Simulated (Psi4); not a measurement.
C₃H₄Cl₂Si (SMILES C#C[Si](C)(Cl)Cl), singlet, at a GFN2-xTB geometry; MP2/def2-SV(P) run with Psi4.

Psi4 was given this input:
```
memory 2 GB

molecule {
0 1
C     2.57026702    1.18784562    0.93115484
C     1.48646025    0.77369963    0.61717068
Si   -0.17777366    0.12643915    0.12476743
C    -1.55300848    1.05654807    1.04641500
Cl   -0.24032750   -1.85188580    0.57157115
Cl   -0.37962100    0.37086767   -1.87943528
H     3.51845357    1.55134298    1.20691454
H    -1.52515559    2.11909091    0.82346986
H    -2.53627279    0.68630453    0.76653087
H    -1.45138206    0.94186172    2.12158787
}

set {
  basis def2-sv(p)
  freeze_core true
}

energy('mp2')
print_variables()
```

It wrote (shortened):

```
    SCF Algorithm Type (re)set to DF.

   => Loading Basis Set <=

    Name: DEF2-SV(P)
    Role: ORBITAL
    Keyword: BASIS

         ---------------------------------------------------------
                                   SCF
               by Justin Turney, Rob Parrish, Andy Simmonett
                          and Daniel G. A. Smith
                              RHF Reference
         ---------------------------------------------------------

  ==> Geometry <==

    Molecular point group: c1
    Full point group: C1

    Geometry (in Angstrom), charge = 0, multiplicity = 1:

       Center              X                  Y                   Z               Mass
    ------------   -----------------  -----------------  -----------------  -----------------
         C            2.560247048477     1.236378724249     0.975737684532    12.000000000000
         C            1.476440278477     0.822232734249     0.661753524532    12.000000000000
         SI          -0.187793631523     0.174972254249     0.169350274532    27.976926534650
         C           -1.563028451523     1.105081174249     1.090997844532    12.000000000000
         CL          -0.250347471523    -1.803352695751     0.616153994532    34.968852682000
         CL          -0.389640971523     0.419400774249    -1.834852435468    34.968852682000
         H            3.508433598477     1.599876084249     1.251497384532     1.007825032230
         H           -1.535175561523     2.167624014249     0.868052704532     1.007825032230
         H           -2.546292761523     0.734837634249     0.811113714532     1.007825032230
         H           -1.461402031523     0.990394824249     2.166170714532     1.007825032230

  Running in c1 symmetry.

  Rotational constants: A =      0.05723  B =      0.05369  C =      0.04152 [cm^-1]
  Rotational constants: A =   1715.76980  B =   1609.66190  C =   1244.66311 [MHz]
  Nuclear repulsion =  401.576454197678572

  Charge       = 0
  Multiplicity = 1
  Electrons    = 70
  Nalpha       = 35
  Nbeta        = 35

  ==> Algorithm <==

  SCF Algorithm Type is DF.
  DIIS enabled.
  MOM disabled.
  Fractional occupation disabled.
  Guess Type is SAD.
  Energy threshold   = 1.00e-08
  Density threshold  = 1.00e-08
  Integral threshold = 1.00e-12

  ==> Primary Basis <==

  Basis Set: DEF2-SV(P)
    Blend: DEF2-SV(P)
    Number of shells: 50
    Number of basis functions: 104
    Number of Cartesian functions: 110
    Spherical Harmonics?: true
    Max angular momentum: 2

   => Loading Basis Set <=

    Name: (DEF2-SV(P) AUX)
    Role: JKFIT
    Keyword: DF_BASIS_SCF

  ==> Integral Setup <==

  SCF_SUBTYPE=INCORE selected. In-core MEM_DF algorithm will be used.
  Using in-core AOs.

  ==> MemDFJK: Density-Fitted J/K Matrices <==

    J tasked:                   Yes
    K tasked:                   Yes
    wK tasked:                   No
    Algorithm:                 Core
    Schwarz Cutoff:           1E-12
    Mask sparsity (%):       3.4578
    Fitting Condition:        1E-10

   => Auxiliary Basis Set <=

  Basis Set: (DEF2-SV(P) AUX)
    Blend: DEF2-UNIVERSAL-JKFIT
    Number of shells: 213
    Number of basis functions: 681
    Number of Cartesian functions: 812
    Spherical Harmonics?: true
    Max angular momentum: 4

  Minimum eigenvalue in the overlap matrix is 9.2334135318E-04.
  Reciprocal condition number of the overlap matrix is 1.7879410863E-04.
    Using symmetric orthogonalization.

  ==> Pre-Iterations <==

  SCF Guess: Superposition of Atomic Densities via on-the-fly atomic UHF (no occupation information).

   -------------------------
    Irrep   Nso     Nmo
   -------------------------
     A        104     104
   -------------------------
    Total     104     104
   -------------------------

  ==> Iterations <==

                           Total Energy        Delta E     RMS |[F,P]|

   @DF-RHF iter SAD: -1322.59486722564384   -1.32259e+03   0.00000e+00
[...]
  Energy and wave function converged.

  ==> Post-Iterations <==

    Orbital Energies [Eh]
    ---------------------

    Doubly Occupied:

[...]
    Virtual:

[...]
    Final Occupation by Irrep:
              A
    DOCC [    35 ]
    NA   [    35 ]
    NB   [    35 ]

  @DF-RHF Final Energy: -1323.45452506457059

   => Energetics <=

    Nuclear Repulsion Energy =            401.5764541976785722
    One-Electron Energy =               -2626.2022498135356727
    Two-Electron Energy =                 901.1712705512865114
    Total Energy =                      -1323.4545250645705892

Computation Completed

Properties will be evaluated at   0.000000,   0.000000,   0.000000 [a0]

Properties computed using the SCF density matrix

 Multipole Moments:

 ------------------------------------------------------------------------------------
     Multipole            Electronic (a.u.)      Nuclear  (a.u.)        Total (a.u.)
 ------------------------------------------------------------------------------------

 L = 1.  Multiply by 2.5417464519 to convert [e a0] to [Debye]
 Dipole X            :          1.4322458           -1.3254499            0.1067959
 Dipole Y            :         -5.8190239            6.4199992            0.6009752
 Dipole Z            :         -5.3585164            5.8974558            0.5389393
 Magnitude           :                                                    0.8142679

 ------------------------------------------------------------------------------------

  //>>>>>>>>>>>>>>>>>>>>>>>>>>>>>>>>>>>//
  //               DFMP2               //
  //<<<<<<<<<<<<<<<<<<<<<<<<<<<<<<<<<<<//

   => Loading Basis Set <=

    Name: (DEF2-SV(P) AUX)
    Role: RIFIT
    Keyword: DF_BASIS_MP2

	 --------------------------------------------------------
	                          DF-MP2
	      2nd-Order Density-Fitted Moller-Plesset Theory

	        Rob Parrish, Justin Turney, Andy Simmonett,
	           Ed Hohenstein, and C. David Sherrill
	 --------------------------------------------------------

   => Auxiliary Basis Set <=

  Basis Set: (DEF2-SV(P) AUX)
    Blend: DEF2-SV_P_-RI
    Number of shells: 132
    Number of basis functions: 386
    Number of Cartesian functions: 444
    Spherical Harmonics?: true
    Max angular momentum: 3

	 --------------------------------------------------------
	                 NBF =   104, NAUX =   386
	 --------------------------------------------------------
	   CLASS    FOCC     OCC    AOCC    AVIR     VIR    FVIR
	   PAIRS      18      35      17      69      69       0
	 --------------------------------------------------------

	-----------------------------------------------------------
	 ==================> DF-MP2 Energies <====================
	-----------------------------------------------------------
	 Reference Energy          =   -1323.4545250645705892 [Eh]
	 Singles Energy            =      -0.0000000000000000 [Eh]
	 Same-Spin Energy          =      -0.1858609642227254 [Eh]
	 Opposite-Spin Energy      =      -0.5305053406294312 [Eh]
	 Correlation Energy        =      -0.7163663048521566 [Eh]
	 Total Energy              =   -1324.1708913694226339 [Eh]
	-----------------------------------------------------------
	 ================> DF-SCS-MP2 Energies <==================
	-----------------------------------------------------------
	 SCS Same-Spin Scale       =       0.3333333333333333 [-]
	 SCS Opposite-Spin Scale   =       1.2000000000000000 [-]
	 SCS Same-Spin Energy      =      -0.0619536547409084 [Eh]
	 SCS Opposite-Spin Energy  =      -0.6366064087553175 [Eh]
	 SCS Correlation Energy    =      -0.6985600634962259 [Eh]
	 SCS Total Energy          =   -1324.1530851280667775 [Eh]
	-----------------------------------------------------------

  Variable Map:
  ----------------------------------------------------------------------------
[...]
  Array Variable Map:
  ----------------------------------------------------------------------------
[...]
[...]
```
